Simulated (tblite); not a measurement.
Species: C5H5N2O (doublet state).
Geometry (GFN2-xTB, Å), atoms numbered from 1 in this order:
```xyz
13
C5H5N2O angstrom
O     -2.733    0.390    0.300
C     -1.923   -0.609    0.072
C     -0.429   -0.234   -0.007
C      0.016    1.029    0.369
C      1.377    1.247    0.224
N      2.195    0.319   -0.244
C      1.675   -0.838   -0.589
N      0.396   -1.143   -0.478
H     -2.158   -1.203   -0.838
H     -1.916   -1.325    0.930
H     -0.673    1.770    0.738
H      1.831    2.192    0.491
H      2.337   -1.595   -0.985
```

Calculated harmonic vibrations of the isolated species, GFN2-xTB (tblite), most abundant isotopes, no scaling. The method is semi-empirical: single wavenumbers can be off by several per cent or more. One conformer, not necessarily the lowest. Open shells enter through the occupations alone, without spin polarisation, and single modes of such species can be off by tens of per cent.

Harmonic wavenumbers (cm⁻¹): 61.2, 158.7, 202.3, 331.1, 402.9, 453.0, 547.3, 621.6, 650.6, 755.0, 770.4, 815.7, 904.8, 917.5, 923.1, 1000.9, 1064.6, 1148.5, 1154.8, 1192.7, 1223.3, 1246.9, 1261.5, 1341.7, 1360.9, 1410.0, 1527.3, 1554.9, 2612.4, 2735.0, 3058.1, 3074.1, 3120.0.

A = 5513, B = 1598, C = 1252 MHz; mass 109.040 u (most abundant isotopes); point group C1, symmetry number 1; spin multiplicity 2.

Problem. What is the zero-point energy?

Solution. ½Σν̃ = 19801 cm⁻¹ = 56.62 kcal/mol.

Problem. Give the ideal-gas entropy at 273.15 K and 1 bar in the rigid-rotor, harmonic-oscillator model (classical rotation).

Solution. Translation 39.57, rotation 27.51, vibration 13.40, spin (R ln 2) 1.38: S = 81.9 cal/(mol K).

Problem. And Cp and H(273.15 K) − H(0)?

Solution. Cp = 25.05 cal/(mol K), of which vibrations give 17.10 (their classical limit is 33 R = 65.6); H(273.15 K) − H(0) = 4.25 kcal/mol without the zero-point energy, 2.08 from vibrations.

Problem. Which modes carry the vibrational entropy at 273.15 K?

Solution. 61.2 cm⁻¹: 4.25; 158.7 cm⁻¹: 2.40; 202.3 cm⁻¹: 1.95; 331.1 cm⁻¹: 1.12; 402.9 cm⁻¹: 0.83; 453.0 cm⁻¹: 0.67 cal/(mol K); the other 27 give 2.19 together.

Problem. Blend soft modes into free rotors: weight 1/[1 + (100 cm⁻¹/ν̃)⁴] for the oscillator and the rest for a rotor with moment μB/(μ + B), μ = h/(8π²ν), B = 10⁻⁴⁴ kg m². What vibrational entropy results?

Solution. 12.54 cal/(mol K) in place of 13.40, which changes −T·S at 273.15 K by +0.24 kcal/mol.

Problem. How do the functions run with temperature in this model?

Solution. 
```json
{"T (K)": "150", "S (cal/(mol K))": "69.9", "Cp (cal/(mol K))": "16.0", "H − H(0) (kcal/mol)": "1.74", "G − H(0) (kcal/mol)": "-8.75", "ln q(vib)": "1.30"}
{"T (K)": "250", "S (cal/(mol K))": "79.7", "Cp (cal/(mol K))": "23.2", "H − H(0) (kcal/mol)": "3.69", "G − H(0) (kcal/mol)": "-16.24", "ln q(vib)": "2.60"}
{"T (K)": "298.15", "S (cal/(mol K))": "84.1", "Cp (cal/(mol K))": "27.0", "H − H(0) (kcal/mol)": "4.90", "G − H(0) (kcal/mol)": "-20.19", "ln q(vib)": "3.28"}
{"T (K)": "400", "S (cal/(mol K))": "93.2", "Cp (cal/(mol K))": "34.7", "H − H(0) (kcal/mol)": "8.05", "G − H(0) (kcal/mol)": "-29.22", "ln q(vib)": "4.79"}
{"T (K)": "600", "S (cal/(mol K))": "109.6", "Cp (cal/(mol K))": "46.1", "H − H(0) (kcal/mol)": "16.21", "G − H(0) (kcal/mol)": "-49.53", "ln q(vib)": "7.94"}
{"T (K)": "900", "S (cal/(mol K))": "130.3", "Cp (cal/(mol K))": "56.0", "H − H(0) (kcal/mol)": "31.68", "G − H(0) (kcal/mol)": "-85.62", "ln q(vib)": "12.66"}
```

q(vib) and H(0) count from the zero-point level.

Problem. What must be added to the electronic energy to get the Gibbs energy at 273.15 K and 1 bar?

Solution. ZPE + [H(273.15 K) − H(0)] − T·S = 56.62 + 4.25 − 22.36 = 38.51 kcal/mol.

Hindered rotation and anharmonicity are outside this model. Other conformers, if any are populated, would add a mixing term that is left out. The structure is chiral; the term R ln 2 for an equal mix with its mirror image is left out.
